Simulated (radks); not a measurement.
All-electron atom: the manganese ion Mn2+ in [Ar] 3d5. Calculated with a radial shooting solver on a logarithmic mesh with Libxc functionals: non-relativistic Kohn-Sham, TASK exchange with Perdew-Wang LDA correlation, spin-polarised, spherical densities, point nucleus; open shells are filled with parallel spins first; meta-GGA in the generalised Kohn-Sham scheme.

Unscreened Slater integrals over Kohn-Sham orbitals (eV). They are taken over the spin-up orbitals.

integral,value
"F0(3d,3d)",23.005
"F2(3d,3d)",10.682
"F4(3d,3d)",6.6535
"F0(3d,3p)",24.791
"F2(3d,3p)",11.741
"G1(3d,3p)",14.614
"G3(3d,3p)",8.8383
"F0(3d,3s)",25.326
"G2(3d,3s)",11.084
"F0(3d,2p)",32.110
"F2(3d,2p)",5.8709
"G1(3d,2p)",4.2476
"G3(3d,2p)",2.4060
"F0(3p,3p)",27.053
"F2(3p,3p)",13.527
"F0(3p,3s)",27.678
"G1(3p,3s)",18.340
"F0(3p,2p)",36.850
"F2(3p,2p)",7.2136
"G0(3p,2p)",2.8212
"G2(3p,2p)",2.9411
"F0(3s,3s)",28.362
"F0(3s,2p)",37.843
"G1(3s,2p)",3.0876
"F0(2p,2p)",99.953
"F2(2p,2p)",47.057

Derived for the open shells (J is the average intra-shell exchange parameter used in DFT+U). 3d: Racah B = F2/49 - 5 F4/441 = 0.1426 eV, C = 35 F4/441 = 0.5281 eV, C/B = 3.70, F4/F2 = 0.623, J = (F2 + F4)/14 = 1.238 eV.
